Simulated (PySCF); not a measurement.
The vertical singlet excitations below were computed for one of the candidates. Computed with PySCF 2.14.0, density-fitted response routines, TDDFT CAM-B3LYP/def2-SVPD, vertical, gas phase, core orbitals frozen in the response. Geometries: GFN2-xTB, one conformer each.

| state | E (eV) | λ (nm) | f |
| --- | --- | --- | --- |
| S1 | 4.06 | 305.3 | 0.0001 |
| S2 | 6.11 | 203.0 | 0.258 |
| S3 | 6.39 | 194.1 | 0.0032 |
| S4 | 6.79 | 182.7 | 0.0013 |
| S5 | 7.16 | 173.2 | 0.040 |
| S6 | 7.32 | 169.5 | 0.0043 |
| S7 | 7.37 | 168.3 | 0.0055 |
| S8 | 7.44 | 166.6 | 0.130 |

Orbital energies (eV): HOMO-3 -11.66, HOMO-2 -10.95, HOMO-1 -9.61, HOMO -9.01, LUMO -0.63, LUMO+1 0.74, LUMO+2 0.93.

Question: Which structure fits?
A. `O=C1C=C(F)[SiH2]C1`
B. `C[Si@](O)([SiH3])[SiH2]N`
C. `FC(F)/C=C\CN[SiH3]`

Answer: A. Its S1, at 4.06 eV, is the lowest among the candidates; the nearest of the others has S1 at 5.34 eV. S1 is HOMO→LUMO (90%). Löwdin shares by element: HOMO oxygen 62%, carbon 31% or more; LUMO carbon 61% or more, oxygen 19% (atoms not listed hold the other 20%). At the same level the other candidates give, for their lowest levels:
- `FC(F)/C=C\CN[SiH3]`: 5.94 eV (f 0.022); 6.10 eV (f 0.010); 7.16 eV (f 0.006); 7.23 eV (f 0.007); 7.29 eV (f 0.190); T1 4.32 eV; HOMO -8.46, LUMO 0.67 eV
- `C[Si@](O)([SiH3])[SiH2]N`: 5.34 eV (f 0.036); 5.95 eV (f 0.055); 6.33 eV (f 0.018); 6.40 eV (f 0.049); 6.96 eV (f 0.020); T1 4.79 eV; HOMO -8.51, LUMO 0.04 eV
Triplets come from the Tamm–Dancoff approximation.
